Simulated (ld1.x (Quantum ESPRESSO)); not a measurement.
# PBEsol TM dataset for germanium, fully relativistic all-electron reference.

```json
{"Element": "Ge (Z = 32)", "Generator": "ld1.x (Quantum ESPRESSO) 7.5", "Type": "norm-conserving Troullier–Martins (Kleinman–Bylander form)", "Functional": "PBEsol", "Relativity": "fully relativistic", "Frozen core": "[Ar]", "Valence charge": "14", "Reference configuration": "3d10 4s1.75 4p2.25", "Partial waves": "4s (bound): rc 1.40 bohr; 4p (bound): rc 1.85 bohr; 3d (bound): rc 1.20 bohr", "Local potential": "all-electron potential smoothed inside 1.45 bohr (lloc = -1)", "Core correction": "none"}
```

Open shells are filled in proportion to 2j + 1 (rel_dist='average').

All-electron outer shells of the reference configuration (PBEsol, scalar-relativistic, ld1.x):

| shell | level (eV) | outermost node (bohr) | outermost maximum (bohr) |
| --- | --- | --- | --- |
| 3s | -168.58 | 0.26 | 0.54 |
| 3p | -115.89 | 0.23 | 0.54 |
| 3d | -29.76 | – | 0.50 |
| 4s | -11.99 | 0.77 | 1.73 |
| 4p | -4.08 | 0.82 | 2.19 |

(1) Estimate the cutoffs (Ry, on a coarse ladder) from which the occupation-weighted sum of valence levels, in a spherical-Bessel basis at the reference potential, stays within 10 and 1 mRy of its value at 400 Ry.

(2) What does a ghost test show?

(3) Which valence shell sets the plane-wave cutoff?

(4) Tests: 3d10 4s2 4p2; 3d10 4s2 4p1; 3d10 4s2 4p0; 3d9 4s2 4p2; 3d10 4s1 4p2; 3d10 4s2 4p1.5; 3d10 4s1 4p0. Which has the largest error in its energy relative to the reference configuration, and how large is it?

## Answers

(1) 200 Ry and over 300 Ry.

(2) No extra level below or beside the all-electron valence levels (s, p1/2, p3/2, d3/2, d5/2, f tested). The logarithmic derivative shows an extra or strongly shifted pseudo pole above the reference energy (s near 0.48 Ry).

(3) 3d: its level needs 200 Ry to come within 1 mRy, against 70 Ry for 4s.

(4) 3d9 4s2 4p2, with +202 meV (all-electron minus pseudo) on +36.72 eV.
